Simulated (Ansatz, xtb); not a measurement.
Relaxing a trial structure of CH3SeSi−

The starting geometry of this gas-phase singlet was built from a drawn formula by distance geometry and a force field; its bonds are those of `[SiH]C[Se-]`.

```yaml
atoms:
  - { symbol: C, position_ang: [0.0000, -1.1950, 2.3702] }
  - { symbol: Se, position_ang: [1.5620, -1.2147, 1.2210] }
  - { symbol: Si, position_ang: [0.2161, 0.1328, 3.7185] }
  - { symbol: H, position_ang: [1.3970, -0.1668, 4.5151] }
  - { symbol: H, position_ang: [-0.9109, -0.8868, 1.7955] }
  - { symbol: H, position_ang: [-0.1388, -2.1849, 2.8910] }
```

Task: Predict what becomes of its bonds when it is optimised with r2SCAN-D4/def2-SVPD.

Result: It rearranges to `C1[SiH-][Se]1`. Contacts that close: Se2–Si3 (3.14 → 2.43 Å).

The energy falls by 1.27 eV over 9 steps:

```csv
step,E − E(last) (eV)
1,1.268
2,0.654
3,0.241
4,0.065
5,0.043
6,0.002
7,0.000
8,0.000
9,0.000
```

Final geometry (Å):

```xyz
6

C    -0.1484   -1.2202    2.4660
Se    1.5556   -0.8587    1.4808
Si    0.5675    0.3396    3.3534
H     1.2920   -0.4652    4.4664
H    -1.0109   -1.1040    1.7967
H    -0.1303   -2.2070    2.9481
```

From the same start GFN2-xTB reaches the same bonding as this run.

No frequencies were run, so the end isn't proven a minimum. Run with Ansatz 0.2.0, 25 s on 2 threads of Arm Neoverse V1, with other jobs on the host.
